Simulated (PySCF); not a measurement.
**Computed properties of C₃H₇FSi, SMILES C1[SiH2]CC1F**

C₃H₇FSi, SMILES FC1C[SiH2]C1. Coordinates come from a ωB97X-D3(BJ)/def2-SVP optimisation. This is a generated structure with no PubChem entry under its InChIKey; it may be hypothetical. One conformer was computed; it need not be the lowest. All values are computed for the isolated molecule unless a solvent is named; none is compared with measurement here.

**Structure.** The optimised structure has Cs symmetry. All 30 harmonic modes at ωB97X-D3(BJ)/def2-SVP (PySCF) are real, so it is a minimum. With heavy atoms numbered as in [F:1][CH:2]1[CH2:3][SiH2:4][CH2:5]1, the shortest bond between them is F1–C2 at 1.381 Å and the longest C3–Si4 at 1.898 Å.

**Vibrations.** The strongest infrared lines (harmonic, unscaled, degenerate partners summed) lie at 1183 cm⁻¹ (148 km/mol, C 46 %, H 40 %, F 13 %), 975 cm⁻¹ (137 km/mol, H 91 %), 2268 cm⁻¹ (128 km/mol, H 96 %). The softest mode is at 137 cm⁻¹ and the zero-point energy is 58.1 kcal/mol.

**Electronic structure.** r2SCAN/def2-TZVP (PySCF) places the frontier levels at -7.35 and -0.18 eV, a gap of 7.17 eV, and gives a dipole moment of 1.41 D and a mean polarisability of 61.2 bohr³. PBE/def2-TZVP (PySCF) at the same geometry gives -7.06 and -0.57 eV, so its gap is 0.68 eV narrower. An orbital gap is neither the optical nor the fundamental gap.

**Excitations.** TDDFT-ωB97X/def2-SVPD (PySCF) has S1 at 7.99 eV (155 nm, f = 0.020, weak); the most intense of the 10 singlets computed lies at 8.20 eV (f = 0.14). T1 (TDA) is at 7.26 eV. TDDFT-PBE/def2-SVPD (PySCF) puts S1 at 6.69 eV. No vertical singlet excitation falls in the visible range (under 3.1 eV).

**NMR.** GIAO shifts at PBE0/pcSseg-1 (PySCF) (non-relativistic, atoms alike by connectivity averaged): ¹³C from 24.1 to 90.1 ppm against TMS; ¹H from 2.0 to 5.2 ppm against TMS; ²⁹Si at -60.4 ppm against TMS; ¹⁹F at -149.7 ppm against CFCl3.
